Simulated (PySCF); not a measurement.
Species: H9NSi3.
Numbering: `[NH2:1][SiH2:2][SiH2:3][SiH3:4]` (hydrogens: H5, H6 on N1; H7, H8 on Si2; H9, H10 on Si3; H11, H12, H13 on Si4)

Structure optimised with GFN2-xTB, isolated species.

(1) What internal coordinates does the optimisation give?

Answers

(1) 
| bond | length (Å) |
| --- | --- |
| N1–Si2 | 1.729 |
| Si2–Si3 | 2.310 |
| Si3–Si4 | 2.314 |
| N1–H5, N1–H6 | 1.007 |
| Si2–H7 | 1.478 |
| Si2–H8 | 1.467 |
| Si3–H9, Si3–H10 | 1.475 |
| Si4–H11, Si4–H12, Si4–H13 | 1.467 |

Bonds in one row agree within 0.01 Å and their mean is given. A selection of angles:
| angle | degrees |
| --- | --- |
| Si2–N1–H5 | 119.3 |
| H5–N1–H6 | 109.1 |
| N1–Si2–Si3 | 105.2 |
| N1–Si2–H7 | 113.4 |
| N1–Si2–H8 | 102.9 |
| Si3–Si2–H7 | 113.9 |
| Si3–Si2–H8 | 115.9 |
| H7–Si2–H8 | 105.3 |
| Si2–Si3–Si4 | 117.2 |
| Si2–Si3–H9 | 109.6 |
| Si4–Si3–H9 | 108.4 |
| Si4–Si3–H10 | 109.5 |
| H9–Si3–H10 | 102.3 |
| Si3–Si4–H11 | 112.2 |
| Si3–Si4–H12 | 114.5 |
| H11–Si4–H12 | 106.0 |

Dihedral angles: N1–Si2–Si3–Si4 20° (synperiplanar). The mirror-image conformer, all signs reversed, is as good.

N1 (silicon-bound nitrogen) is pyramidal (angles 119.3°, 118.6° and 109.1°, sum 347.0°, 0.25 Å off the plane of its three neighbours). Si2 (SiH2 silicon) is distorted tetrahedral (angles from 102.9° to 115.9°). Si3 (SiH2 silicon) is distorted tetrahedral (angles from 102.3° to 117.2°). Si4 (SiH3 silicon) is distorted tetrahedral (angles from 105.4° to 114.5°).

Point group: C1 (no symmetry element, even within 0.4 Å). Stationary, but not proved a minimum. One conformer, not necessarily the lowest (H–N1–Si2–Si3 51° and -171°, N1–Si2–Si3–Si4 20°).

These are computed values.
